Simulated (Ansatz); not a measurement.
```json
{"atom": "P", "x (Å)": "0.0000", "y (Å)": "0.0000", "z (Å)": "-1.0412"}
{"atom": "P", "x (Å)": "0.0000", "y (Å)": "0.0000", "z (Å)": "1.0412"}
```

Basis set: cc-pV(T+d)Z (spherical functions). Left uncorrelated: 10 orbitals. Charge 0, multiplicity 1.

Computed with Ansatz (development build ahead of 0.2.0); the reference of a correlated method needn't be the lowest determinant of its kind. Restricted open shells among the atoms or ions are ROHF, correlated in semicanonical orbitals with singles.

**Question.** Give the atomization energy at this shape (free ground-state atoms in the same class of orbitals less the molecule, no zero-point energy) of singlet P2 by RHF-CCSD(T), UHF-BCCD(T), UHF-CCSD(T).

**Answer.**

```json
{"method": "RHF-CCSD(T)", "atomization energy": "4.18 eV"}
{"method": "UHF-BCCD(T)", "atomization energy": "4.17 eV"}
{"method": "UHF-CCSD(T)", "atomization energy": "4.01 eV"}
```

Caution: the shape is not the minimum. Caution for RHF-CCSD(T): an unrestricted determinant lies well below. Caution for UHF-BCCD(T), UHF-CCSD(T): the unrestricted determinant is spin contaminated. Caution for UHF-CCSD(T): another reference gives a lower total.
